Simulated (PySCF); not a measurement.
C3H5BFNO, SMILES C/N=C/B(F)C=O. Coordinates come from a PBE-D3(BJ)/def2-SVP optimisation. The structure was generated by enumeration; whether it is a known compound was not checked. Other conformers were not sampled.

Q: Give the equilibrium geometry at PBE-D3(BJ)/def2-SVP (PySCF confirms it by a frequency run) as Cartesian coordinates in Å, and its point group. (The exact figures need the calculation; the answer reports its results.)

A: One answer among several that fit: point group Cs.
```xyz
12

C     -0.5193    -2.9445     0.0000
N      0.2761    -1.7461     0.0000
C     -0.3230    -0.6032     0.0000
B      0.5141     0.7212     0.0000
F      1.8453     0.7071     0.0000
C     -0.2241     2.1574     0.0000
O     -1.4466     2.2397     0.0000
H     -1.6240    -2.7747     0.0000
H     -0.2408    -3.5603    -0.8831
H     -0.2408    -3.5603     0.8831
H     -1.4422    -0.5309     0.0000
H      0.4088     3.1037     0.0000
```
Charge 0, spin multiplicity 1.
